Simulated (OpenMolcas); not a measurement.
Ru5+ among 6 point charges of -1.7 e arranged as an octahedron (Oh).

- Program: OpenMolcas
- Method: CASSCF
- Basis: ANO-RCC-VTZP [7s6p4d2f1g]
- Scalar Hamiltonian: DKH2, point nucleus
- Active space: 3 electrons in 5 orbitals (4d)
- State averaging: 2S+1 = 4 even, 10 roots; 2S+1 = 2 even, 40 roots
- Spin-orbit coupling: RASSI with atomic mean-field integrals over the reference wave functions

All point charges move together. At R = 1.91 Å |10Dq| is 6913 cm-1, and at R = 2.14 Å it is 3978 cm-1.

Q: A third run gives 8502 cm-1. What distance was it run at?

A: With a power law R^-n the two known points give n = -ln(3978 / 6913) / ln(2.14 / 1.91) = 4.86. Then R = 1.91 × (6913 / 8502)^(1/4.86) = 1.830 Å. The run was at 1.83 Å, so the estimate is off by 0 Å.

Without dynamic correlation the repulsion within the d shell is too large (B by tens of per cent), so at a given field states of lower spin stand too high. This field is weak: 10Dq is about 8502 cm-1, while octahedral complexes of 4d ions of charge 3 and more, computed by the same method with explicit ligands, had a median near 25000 cm-1. Ground spin and moment need not be those of a real site (figures for R = 1.83; the like holds for R = 1.91, R = 2.14). Point charges carry no covalency, so the field is a model and not that of real ligands. No measured value stands beside these numbers.
